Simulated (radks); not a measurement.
Problem. Species: the gallium ion Ga+. Configuration: [Ar] 3d10 4s1 7d1 (not the ground configuration). Method: Dirac Kohn-Sham, PBE, spin-unpolarised, spherical densities, finite nucleus; open shells are shared between the two j in proportion to 2j + 1; Fermi nuclear charge, rms radius 3.9973 fm; computed with a radial shooting solver on a logarithmic mesh with Libxc functionals.

Spin-orbit splittings of the eigenvalues, e(l+1/2) - e(l-1/2), with zeta = 2 splitting/(2l+1) and mean radii in bohr:

| shell | occ. | splitting (eV) | zeta (eV) | <r> j=l-1/2 | <r> j=l+1/2 |
|---|---|---|---|---|---|
| 2p | 6 | ? | ? | 0.1883 | 0.1918 |
| 3p | 6 | 3.623 | 2.415 | 0.6719 | 0.6826 |
| 3d | 10 | 0.4659 | 0.1864 | 0.7948 | 0.8005 |
| 7d | 1 | 0.001406 | 0.0005623 | 23.64 | 23.62 |

Estimate the 2p splitting.

Solution. 27.66 eV (zeta = 18.44 eV).
